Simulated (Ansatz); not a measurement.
Reaction (silylene loss): `F[SiH]([SeH])O[SiH3]` → `O[SiH](F)[SeH]` + `[SiH2]`

Gas-phase electronic energies from Ansatz, PBE0-D4/def2-TZVP geometries. CCSD(T)/CBS is the MP2 limit (def2-TZVPP, def2-QZVPP) plus CCSD(T) − MP2 in def2-TZVPP, frozen cores. This one scheme is used for every species. DFT in def2-TZVPP. For Se outer-core shells are correlated without core-valence functions, which leaves a few kJ/mol of doubt a bond. Scalar relativity is left out up to krypton. One conformer a species, not always the lowest.

```
               species  CAM-B3LYP-D4 energy (Eh)
`F[SiH]([SeH])O[SiH3]`               -3159.00169
      `O[SiH](F)[SeH]`               -2868.25086
              `[SiH2]`                -290.61993
```

**Question.** Work out ΔE.

**Answer.** ΔE = (-2868.25086) + (-290.61993) − (-3159.00169) = 0.13090 Eh = +343.7 kJ/mol. CCSD(T)/CBS gives +337.1 kJ/mol.

**Question.** What do rigid-rotor, harmonic-oscillator terms from PBE0-D4/def2-TZVP frequencies (298.15 K, 1 bar) make of the CCSD(T)/CBS value? (Estimate.)

**Answer.** Computed: ΔZPE = -10.9 kJ/mol, ΔH = +329.4 kJ/mol, ΔS = 134 J/(mol·K), ΔG = +289.5 kJ/mol. Modes under 50 cm⁻¹ make the entropy rough.

Largest T1 diagnostic among the species: 0.014.

At CCSD(T), def2-SVP lies −20.9 kJ/mol from the extrapolated value and def2-TZVPP −7.5 kJ/mol. From PBE to PBE0 (25 % exact exchange), in def2-TZVPP and without D4, ΔE moves by +15.0 kJ/mol. Leaving LDA and LC-ωPBE aside and taking each functional with its dispersion term where it has one, the values, not all of them listed here, spread over 37.9 kJ/mol, from revPBE-D4 to r2SCAN0-D4. LDA lies +33.6 kJ/mol from PBE without D4.
